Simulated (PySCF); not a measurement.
# How methods differ on the excitation energy of Re

Re [Xe] 4f14 5d5 6s2 (6S) → Re [Xe] 4f14 5d5 6s1 6p1 (8P), as a difference of total energies. Computed with PySCF 2.14 in aug-cc-pVDZ-PP with ECP60MDF (5s5p4d2f, 54 functions), with a scalar-relativistic core potential. Correlated levels: valence: 5s2 5p6 frozen. The calculations carry no spin-orbit coupling.

```json
{"method": "UHF", "excitation energy (eV)": "1.067"}
{"method": "LDA", "excitation energy (eV)": "2.970"}
{"method": "PBE", "excitation energy (eV)": "2.626"}
{"method": "PBE0", "excitation energy (eV)": "2.385"}
{"method": "r2SCAN", "excitation energy (eV)": "2.143"}
{"method": "wB97X", "excitation energy (eV)": "3.606"}
{"method": "B97-3", "excitation energy (eV)": "3.209"}
{"method": "wB97X-V", "excitation energy (eV)": "2.756"}
{"method": "revPBE", "excitation energy (eV)": "2.544"}
{"method": "MP2 (valence)", "excitation energy (eV)": "2.198"}
{"method": "SCS-MP2 (valence)", "excitation energy (eV)": "2.582"}
```

Q: How much does correlation contribute at MP2 (valence)?

A: 2.198 − (1.067) = 1.131 eV, measured against UHF.
